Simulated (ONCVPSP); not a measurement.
## Logarithmic derivatives: N (Z = 7), ONCV

* Element: nitrogen
* Generator: ONCVPSP 4.0.1
* Type: optimised norm-conserving Vanderbilt (ONCV)
* Functional: LDA (Perdew-Zunger)
* Relativity: non-relativistic
* Frozen core: [He]
* Valence charge: 5
* Reference configuration: 2s2 2p3
* Partial waves: 2s: rc 1.05 bohr, ncon 4, nbas 9, qcut 5.5 1/bohr, 1 projector; 2p: rc 1.55 bohr, ncon 4, nbas 7, qcut 10.9 1/bohr, 2 projectors, debl 3.9 Ha
* Local potential: polynomial inside 0.95 bohr (lpopt 5, dvloc0 2 Ha)
* Core correction: none

The phase is arctan(r·R′/R) of the radial function R(r), unwrapped; energies in Ha, scanned from -2 to 5 Ha. A pole is an energy at which the radial function vanishes at the test radius. The pseudo phase is shifted by a multiple of π to meet the all-electron one at the reference energy, and phase errors are pseudo minus all-electron; the curves can meet again beyond the range given. Levels narrower than the energy grid can be missing from the lists of poles.

Task: For each channel, where are the poles, and over which energies does the pseudopotential scatter like the atom?

Result:

```
channel  radius (bohr)  reference energy (Ha)  poles, all-electron  poles, pseudo  unbroken range about the reference energy with phases within 0.05 rad  phase error 1 Ha above the reference energy (rad)
      s           1.06                  -0.68                 3.87           3.41                                                              below 4.2                                             -0.003
      p           1.57                  -0.27                 0.61           0.61                                                        the whole range                                             +0.000
```

Phases in the s channel:

```
E (Ha)  all-electron  pseudo
 -1.98        -0.014  -0.022
 -1.62        -0.272  -0.277
 -1.26        -0.518  -0.520
 -0.90        -0.729  -0.729
 -0.54        -0.898  -0.898
 -0.18        -1.030  -1.031
  0.18        -1.133  -1.135
  0.54        -1.216  -1.219
  0.90        -1.282  -1.288
  1.26        -1.337  -1.344
  1.62        -1.383  -1.393
  1.98        -1.422  -1.435
  2.34        -1.457  -1.473
  2.70        -1.488  -1.508
  3.06        -1.515  -1.540
  3.42        -1.541  -1.571
  3.78        -1.565  -1.603
  4.14        -1.587  -1.634
  4.50        -1.609  -1.668
  4.86        -1.631  -1.705
```
